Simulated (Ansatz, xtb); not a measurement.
Species: sum formula GeOBr, net charge 0, doublet state. It need not be the lowest isomer of its formula. SMILES: [Br][Ge]=[O]
Geometry from a B3LYP-D3(BJ)/def2-TZVP (Ansatz, a first-principles code) optimisation:
```
Ge
O 1 1.6698
Br 1 2.3666 2 118.85
```
Charge 0, spin multiplicity 2.

Harmonic wavenumbers from GFN2-xTB (xtb, at its own minimum), cm⁻¹: 140, 212, 858.

Question: Give the harmonic wavenumbers at B3LYP-D3(BJ)/def2-TZVP (Ansatz, finite differences of forces, unscaled).

Answer: 130, 259, 811 cm⁻¹. Zero-point energy 1.7 kcal/mol.

Question: From these and the geometry, give the ideal-gas thermochemistry at 298.15 K and 1 atm (rigid rotor, harmonic oscillator).

Answer: Point group Cs, rotational symmetry number 1. Rotational constants 21.53, 1.797, 1.659 GHz. S(trans) 41.27, S(rot) 26.02, S(vib) 4.81, S(elec, spin only) 1.38, S 73.5 cal/(mol K). H(298) - H(0) 3.14 kcal/mol; G - E(el) -17.1 kcal/mol.
